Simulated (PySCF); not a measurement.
Question: Write Cartesian coordinates for `N#C[SiH2]O[SiH](O[SiH3])O[SiH3]` as optimised with PBE0-D3(BJ)/def2-SVP.

Answer: 
```
atom  x, y, z in Å
N1     1.6716   -0.7635   -2.0397
C2     1.7390   -1.1982   -0.9665
Si3    1.7751   -1.8357    0.7895
O4     0.7870   -0.8797    1.6889
Si5   -0.2351    0.4196    1.5329
O6     0.4716    1.4936    0.5242
Si7    0.5157    2.3941   -0.8757
O8    -1.6695   -0.0932    0.9287
Si9   -2.4854   -0.7390   -0.3703
H10    1.2819   -3.2344    0.7515
H11    3.1804   -1.7563    1.2566
H12   -0.4440    0.9952    2.8704
H13    1.9081    2.4022   -1.3973
H14    0.0922    3.7887   -0.5538
H15   -0.4205    1.8159   -1.8824
H16   -2.8762    0.3476   -1.3133
H17   -1.6137   -1.7246   -1.0765
H18   -3.7052   -1.4225    0.1425
```

Any rigid rotation of these coordinates is as good. Atoms count from 1 in this order. Si5 (oxygen-bound silicon) is tetrahedral (angles from 107.8° to 111.4°). The O–Si distances run from 1.634 Å (Si5–O6, drawn single) to 1.665 Å (O6–Si7, drawn single), a spread of 0.031 Å. O6 (siloxane oxygen) is bent (angle 152.4°). Of the pairs four or more bonds apart, N1···Si7 is among the closest relative to their van der Waals radii: 3.56 Å, 97 % of the sum of Bondi's values.

Bonds between heavy atoms (Å): N1≡C2 1.160, C2–Si3 1.868, Si3–O4 1.643, O4–Si5 1.660, Si5–O6 1.634, O6–Si7 1.665, Si5–O8 1.639, O8–Si9 1.664.

Theory: PBE0-D3(BJ)/def2-SVP geometry optimisation, gas phase in PySCF.

Point group: C1 (no symmetry element, even within 0.4 Å). Whether it is a minimum is left open (no frequencies). One conformer, not necessarily the lowest (C2–Si3–O4–Si5 2°, Si3–O4–Si5–O6 -41°, O4–Si5–O6–Si7 119°, O4–Si5–O8–Si9 -67°).
